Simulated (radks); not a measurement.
Values are calculated unless marked as measured or tabulated.
Ho, 67 electrons, occupied as [Xe] 4f10 5d1 6s2 (not the ground configuration). Code: a radial shooting solver on a logarithmic mesh with Libxc functionals. Model: scalar-relativistic Kohn-Sham, PBE, spin-polarised, spherical densities, point nucleus; open shells are filled with parallel spins first (spin-orbit coupling, left out, can overturn this in heavy ions).

Unscreened Slater integrals over Kohn-Sham orbitals (hartree). They are taken over the spin-up orbitals.

integral,value
"F0(5d,5d)",0.33159
"F2(5d,5d)",0.16000
"F4(5d,5d)",0.10182
"F0(5d,6s)",0.26747
"G2(5d,6s)",0.092808
"F0(5d,4f)",0.44903
"F2(5d,4f)",0.094223
"F4(5d,4f)",0.043933
"G1(5d,4f)",0.044565
"G3(5d,4f)",0.034431
"G5(5d,4f)",0.025810
"F0(5d,5p)",0.41608
"F2(5d,5p)",0.17745
"G1(5d,5p)",0.19669
"G3(5d,5p)",0.11934
"F0(6s,6s)",0.23839
"F0(6s,4f)",0.31268
"G3(6s,4f)",0.0095040
"F0(6s,5p)",0.29972
"G1(6s,5p)",0.020940
"F0(4f,4f)",1.1880
"F2(4f,4f)",0.55754
"F4(4f,4f)",0.34848
"F6(4f,4f)",0.25034
"F0(4f,5p)",0.73513
"F2(4f,5p)",0.24832
"G2(4f,5p)",0.12865
"G4(4f,5p)",0.098959
"F0(5p,5p)",0.60978
"F2(5p,5p)",0.32717

Derived for the open shells (J is the average intra-shell exchange parameter used in DFT+U). 4f: F4/F2 = 0.625, F6/F2 = 0.449, J = (286 F2 + 195 F4 + 250 F6)/6435 = 0.04507 hartree. 5d: Racah B = F2/49 - 5 F4/441 = 0.002111 hartree, C = 35 F4/441 = 0.008081 hartree, C/B = 3.83, F4/F2 = 0.636, J = (F2 + F4)/14 = 0.01870 hartree.
